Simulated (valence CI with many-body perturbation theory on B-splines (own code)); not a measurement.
## Ce LII: calculated level list

Method: relativistic CI+MBPT: five valence electrons over a frozen Dirac-Fock core [He], radial functions for each j: 11 s, 11 p, 10 d, 8 f, 5 g, 2 h, with the one-electron correlation potential Σ1 (screened to all orders), the two-electron term Σ2, the three-electron term Σ3, Breit, model QED; selected single and double excitations, second order for the rest, scaled by the run's own slope (own B-spline code, finite nucleus).

The last digits are not significant, and no measured levels were compared; by estimate large intervals hold to a few tenths of a per cent, small ones and those within an open d or f shell to about a per cent. Among the levels kept, up to 7000 cm⁻¹ of a level comes from second order outside the variational space, and about a tenth of that is noise between levels of different J, which matters for small intervals.

Levels 91 to 135 of 197, with energies above the lowest level, (2s^2 2p1/2^2 2p3/2) J=3/2. "Leading %" is the weight of the configuration and term that name the level; weights of strongly mixed levels are sums over their largest components and can fall short. In the jj column 3d3/2^4 stands for four electrons in 3d with j = 3/2.

```
No.  Configuration  Term    J  E (Ry)  Leading %     Second component      g                     Leading jj
 91     2s2.2p2.3p   2P°  1/2  476.08         55  30 % 2s2.2p2.3p 2S°  1.241      2s^2 2p3/2^2 3p3/2 (94 %)
 92     2s2.2p2.3p   4D°  7/2  476.81         45   29 % 2s.2p3.3s 4D°  1.339      2s^2 2p3/2^2 3p3/2 (70 %)
 93      2s.2p3.3s   2D°  5/2  477.08         58   12 % 2s.2p3.3s 4D°  1.242     2s 2p1/2 2p3/2^2 3s (72 %)
 94      2s.2p3.3p    6P  3/2  478.09         39    20 % 2s.2p3.3p 4D  1.734  2s 2p1/2 2p3/2^2 3p1/2 (98 %)
 95     2s2.2p2.3p   2P°  3/2  478.57         46  11 % 2s2.2p2.3p 2D°  1.296      2s^2 2p3/2^2 3p3/2 (84 %)
 96      2s.2p3.3s   4P°  1/2  478.81         83   15 % 2s.2p3.3s 2P°  2.320     2s 2p1/2 2p3/2^2 3s (99 %)
 97      2s.2p3.3p    4F  5/2  478.86         29    22 % 2s.2p3.3p 4P  1.346  2s 2p1/2 2p3/2^2 3p1/2 (98 %)
 98     2s2.2p2.3p   2P°  3/2  479.43         34   19 % 2s.2p3.3s 4P°  1.382      2s^2 2p3/2^2 3p3/2 (53 %)
 99      2s.2p3.3s   2S°  1/2  480.38         50   41 % 2s.2p3.3s 4D°  1.066     2s 2p1/2 2p3/2^2 3s (95 %)
100      2s.2p3.3s   4S°  3/2  480.51         35   25 % 2s.2p3.3s 2D°  1.409     2s 2p1/2 2p3/2^2 3s (87 %)
101      2s.2p3.3p    2F  7/2  480.91         40    32 % 2s.2p3.3p 4F  1.212  2s 2p1/2 2p3/2^2 3p1/2 (93 %)
102      2s.2p3.3s   2D°  3/2  481.13         60   10 % 2s.2p3.3s 4S°  1.101     2s 2p1/2 2p3/2^2 3s (86 %)
103      2s.2p3.3s   2D°  5/2  481.17         81   12 % 2s.2p3.3s 4D°  1.237     2s 2p1/2 2p3/2^2 3s (97 %)
104      2s.2p3.3s   4P°  3/2  481.49         28  21 % 2s2.2p2.3p 2P°  1.383     2s 2p1/2 2p3/2^2 3s (63 %)
105      2s.2p3.3s   2P°  1/2  482.11         90    5 % 2s.2p3.3s 4P°  0.784     2s 2p1/2 2p3/2^2 3s (99 %)
106      2s.2p3.3p    4P  5/2  482.63         24    14 % 2s.2p3.3p 2D  1.302  2s 2p1/2 2p3/2^2 3p1/2 (51 %)
107     2s2.2p2.3d    2D  3/2  482.65         31   23 % 2s2.2p2.3d 4P  1.152      2s^2 2p3/2^2 3d3/2 (96 %)
108     2s2.2p2.3d    2P  1/2  482.93         39   37 % 2s2.2p2.3d 4P  1.435      2s^2 2p3/2^2 3d3/2 (89 %)
109      2s.2p3.3p    4P  5/2  483.00         26   15 % 2s2.2p2.3d 4D  1.310  2s 2p1/2 2p3/2^2 3p1/2 (50 %)
110     2s2.2p2.3d    2F  7/2  483.18         36   26 % 2s2.2p2.3d 2G  1.108      2s^2 2p3/2^2 3d3/2 (91 %)
111      2s.2p3.3p    4D  1/2  484.23         69    20 % 2s.2p3.3p 2P  0.303  2s 2p1/2 2p3/2^2 3p1/2 (99 %)
112     2s2.2p2.3d    2F  7/2  484.39         52   36 % 2s2.2p2.3d 4D  1.223      2s^2 2p3/2^2 3d5/2 (97 %)
113     2s2.2p2.3d    4F  9/2  484.46         62   37 % 2s2.2p2.3d 2G  1.237      2s^2 2p3/2^2 3d5/2 (98 %)
114      2s.2p3.3p    4P  1/2  485.20         29   21 % 2s2.2p2.3d 2P  1.402  2s 2p1/2 2p3/2^2 3p1/2 (57 %)
115      2s.2p3.3p    4D  3/2  485.45         15    14 % 2s.2p3.3p 4F  1.024  2s 2p1/2 2p3/2^2 3p1/2 (75 %)
116     2s2.2p2.3d    2S  1/2  485.48         22   21 % 2s2.2p2.3d 2P  1.595      2s^2 2p3/2^2 3d5/2 (52 %)
117     2s2.2p2.3d    2D  3/2  485.58         21    13 % 2s.2p3.3p 4F  1.028  2s 2p1/2 2p3/2^2 3p1/2 (56 %)
118      2s.2p3.3p    2F  5/2  486.07         59    17 % 2s.2p3.3p 2D  0.996  2s 2p1/2 2p3/2^2 3p1/2 (96 %)
119     2s2.2p2.3d    2P  3/2  486.38         21    18 % 2s.2p3.3p 4D  1.159  2s 2p1/2 2p3/2^2 3p1/2 (55 %)
120     2s2.2p2.3d    2D  5/2  486.72         59   12 % 2s2.2p2.3d 2F  1.175      2s^2 2p3/2^2 3d5/2 (93 %)
121     2s2.2p2.3d    2D  3/2  487.29         58   10 % 2s2.2p2.3d 2P  0.993      2s^2 2p3/2^2 3d5/2 (46 %)
122      2s.2p3.3p    6P  7/2  488.08         48    30 % 2s.2p3.3p 4F  1.454  2s 2p1/2 2p3/2^2 3p3/2 (98 %)
123      2s.2p3.3p    4P  1/2  488.21         43    29 % 2s.2p3.3p 2S  1.852  2s 2p1/2 2p3/2^2 3p1/2 (81 %)
124      2s.2p3.3p    4P  5/2  488.22         34    25 % 2s.2p3.3p 4D  1.480  2s 2p1/2 2p3/2^2 3p3/2 (96 %)
125      2s.2p3.3p    2P  3/2  488.27         40    24 % 2s.2p3.3p 2D  1.197  2s 2p1/2 2p3/2^2 3p1/2 (98 %)
126     2s2.2p2.3d    2D  5/2  488.64         64   13 % 2s2.2p2.3d 2F  1.184      2s^2 2p3/2^2 3d5/2 (96 %)
127      2s.2p3.3p    4P  1/2  488.92         58    22 % 2s.2p3.3p 2P  1.806  2s 2p1/2 2p3/2^2 3p3/2 (80 %)
128      2s.2p3.3p    4P  3/2  490.36         47    23 % 2s.2p3.3p 2D  1.413  2s 2p1/2 2p3/2^2 3p3/2 (97 %)
129      2s.2p3.3p    4F  9/2  490.88         99                       1.315  2s 2p1/2 2p3/2^2 3p3/2 (99 %)
130      2s.2p3.3p    4D  7/2  490.97         64    35 % 2s.2p3.3p 2F  1.307  2s 2p1/2 2p3/2^2 3p3/2 (99 %)
131      2s.2p3.3p    2P  3/2  491.49         62    16 % 2s.2p3.3p 4P  1.362  2s 2p1/2 2p3/2^2 3p3/2 (94 %)
132      2s.2p3.3p    2D  5/2  492.81         57    22 % 2s.2p3.3p 4P  1.235  2s 2p1/2 2p3/2^2 3p3/2 (96 %)
133      2s.2p3.3d   6D°  3/2  493.82         41   22 % 2s.2p3.3d 4D°  1.367  2s 2p1/2 2p3/2^2 3d3/2 (98 %)
134      2s.2p3.3d   6D°  1/2  493.92         45   19 % 2s.2p3.3d 4D°  2.178  2s 2p1/2 2p3/2^2 3d3/2 (98 %)
135      2s.2p3.3d   6D°  5/2  494.05         37   30 % 2s.2p3.3d 4F°  1.284  2s 2p1/2 2p3/2^2 3d3/2 (94 %)
```

Where two levels of one J and parity lie close, their mixing, g and order are uncertain.
